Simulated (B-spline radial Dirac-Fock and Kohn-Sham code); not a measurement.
# Isotope-shift constants of the inner levels of Ne

System: atomic neon in the configuration [He] 2s2 2p6.

The run's input, task.json:

```json
{"items": [{
  "Z": 10,
  "q": 0,
  "cfg": [[1, 0, 2], [2, 0, 2], [2, 1, 6]],
  "A": 20,
  "rrms": 3.0055,
  "do": "isoshift",
  "isotopes": [[17, 17.017713962, 3.0413], [18, 18.005708696, 2.9714], [19, 19.001880906, 3.0082], [20, 19.99244017525, 3.0055], [21, 20.993846685, 2.9695], [22, 21.991385113, 2.9525], [23, 22.994466905, 2.9104], [24, 23.993610649, 2.9007], [25, 24.997814797, 2.9316], [26, 26.000516496, 2.9251], [28, 28.012130767, 2.9642]]
}]}
```

Command: `python xray2_run.py task.json out`

Method: first-order field-shift and mass-shift constants from Dirac-Fock ground and hole states with a Fermi nucleus; the mass shift has no relativistic recoil terms. Computed with a B-spline atomic structure program. A binding energy shifts by δE = F·δ⟨r²⟩ + (K_N + K_S)·δ(1/M); F is taken for a change of radius at fixed skin thickness and so holds the higher radial moments.

```
     level  F (meV/fm²)  K_N (meV u)  K_S (meV u)
    K (1s)     -0.05631       -477.2        64.23
   L1 (2s)    -0.003233       -27.13       -17.96
L2 (2p1/2)    0.0004846       -10.91        13.76
L3 (2p3/2)    0.0004835       -10.86        13.59
```

Line shifts in meV from A = 20 (mass 19.9924 u, rms radius 3.0055 fm); radii from Angeli and Marinova (2013).

```
 A  mass (u)  radius (fm)    Kα1    Kα2
17   17.0177       3.0413  -3.65  -3.65
18   18.0057       2.9714  -2.28  -2.28
19   19.0019       3.0082      ?      ?
21   20.9938       2.9695  +1.00  +1.00
22   21.9914       2.9525  +1.91  +1.91
23   22.9945       2.9104  +2.75  +2.75
24   23.9936       2.9007  +3.50  +3.50
25   24.9978       2.9316  +4.19  +4.19
26   26.0005       2.9251  +4.83  +4.83
28   28.0121       2.9642  +5.97  +5.97
```

Question: What are the shifts for A = 19?

Answer: Kα1 -1.08 meV (field 0.00, mass -1.08); Kα2 -1.09 meV (field 0.00, mass -1.08).
